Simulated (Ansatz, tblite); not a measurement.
Forces on NiBr2(PH3)2 (NiP₂H₆Br₂) at its r2SCAN-D4/def2-SVP geometry. Total charge 0; singlet.

The xTB rows come from tblite. The restricted singlet is unstable towards broken spin symmetry in Hartree–Fock (as tested in another run); at PBE-D4/def2-TZVP this wasn't settled.

GFN1-xTB (tblite), largest force 0.95 eV/Å:

```xyz
11
positions Å, forces eV/Å
Br    0.195    0.514   -2.266   -0.104   -0.051    0.335
Br   -0.200   -0.536    2.203    0.113    0.055   -0.369
Ni   -0.031   -0.083   -0.056    0.026    0.083    0.011
P     2.006   -0.816    0.033   -0.237    0.081    0.199
P    -2.030    0.757   -0.060    0.266    0.000   -0.038
H     2.249   -2.069    0.652    0.113    0.808   -0.409
H     2.902   -0.026    0.800   -0.391   -0.670   -0.533
H     2.776   -0.962   -1.151   -0.195   -0.005    0.810
H    -2.824    0.701   -1.234    0.270    0.188    0.814
H    -2.068    2.160    0.158   -0.214   -0.907   -0.161
H    -2.976    0.360    0.921    0.353    0.420   -0.661
```

GFN2-xTB (tblite), largest force 0.71 eV/Å:

```
Br -0.049 -0.038 0.239
Br 0.064 0.050 -0.249
Ni 0.020 0.066 0.030
P 0.260 -0.107 0.060
P -0.259 0.120 -0.009
H 0.028 0.639 -0.306
H -0.352 -0.481 -0.387
H -0.205 0.013 0.636
H 0.260 0.124 0.630
H -0.097 -0.690 -0.123
H 0.330 0.303 -0.521
```

PBE-D4/def2-TZVP (Ansatz), largest force 0.10 eV/Å:

```
Br -0.014 0.027 -0.096
Br 0.014 -0.029 0.056
Ni -0.002 0.012 0.029
P 0.038 -0.003 0.059
P -0.009 0.054 -0.006
H -0.021 -0.009 -0.008
H -0.022 0.012 -0.007
H -0.005 -0.006 -0.017
H -0.003 -0.023 -0.011
H 0.028 -0.014 -0.001
H -0.003 -0.022 0.003
```
